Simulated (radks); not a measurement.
Values are calculated unless marked as measured or tabulated.
Problem. Pm32+, configuration [Ar] 3d10 4s1. Level of theory: Dirac Kohn-Sham, PBEsol, spin-unpolarised, spherical densities, finite nucleus; Fermi nuclear charge, rms radius 4.962 fm (a radial shooting solver on a logarithmic mesh with Libxc functionals). Some entries of the table are withheld. Estimate them.

| orbital | occ. | eigenvalue (hartree) | <r> (bohr) | <1/r> (bohr^-1) |
|---|---|---|---|---|
| 1s1/2 | 2 | -1697.447 | 0.02318 | 67.40 |
| 2s1/2 | 2 | -312.7258 | 0.09828 | 16.02 |
| 2p1/2 | 2 | -298.7920 | 0.08226 | 16.00 |
| 2p3/2 | 4 | -278.1144 | 0.08874 | 14.32 |
| 3s1/2 | 2 | -100.2153 | 0.2558 | 5.916 |
| 3p1/2 | 2 | -94.28887 | (1) | 5.837 |
| 3p3/2 | 4 | -89.95747 | (2) | 5.417 |
| 3d3/2 | 4 | -79.81426 | 0.2270 | 5.295 |
| 3d5/2 | 6 | -78.85611 | 0.2307 | 5.189 |
| 4s1/2 | 1 | -47.43718 | 0.5182 | (3) |

Solution. 
(1) 3p1/2 <r> (bohr): 0.2448
(2) 3p3/2 <r> (bohr): 0.2565
(3) 4s1/2 <1/r> (bohr^-1): 2.846
